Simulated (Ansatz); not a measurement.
Predict a relaxed structure of 1-ethyl-3-methylimidazolium mesylate (C7H14N2O3S), charge 0, singlet, at PBE-D4/def2-SVP (Ansatz).


```xyz
27

C    -0.164    3.237   -0.712
C     0.668    1.980   -0.927
N     0.866    1.211    0.312
C     2.063    0.959    0.954
C     1.806    0.035    1.940
N     0.456   -0.254    1.882
C    -0.252   -1.313    2.599
C    -0.091    0.453    0.877
H    -0.267    3.778   -1.674
H     0.297    3.926    0.026
H    -1.187    2.982   -0.369
H     0.161    1.274   -1.627
H     1.679    2.218   -1.311
H     2.996    1.442    0.651
H     2.471   -0.442    2.665
H    -0.894   -1.832    1.849
H    -0.868   -0.887    3.415
H     0.493   -2.010    3.022
H    -1.122    0.346    0.517
C    -1.346   -2.787   -2.392
S    -0.931   -1.524   -1.164
O    -1.832   -1.810    0.022
O     0.531   -1.694   -0.859
O    -1.264   -0.202   -1.821
H    -2.419   -2.691   -2.638
H    -0.720   -2.614   -3.287
H    -1.131   -3.779   -1.952
```
 This is one stationary point.
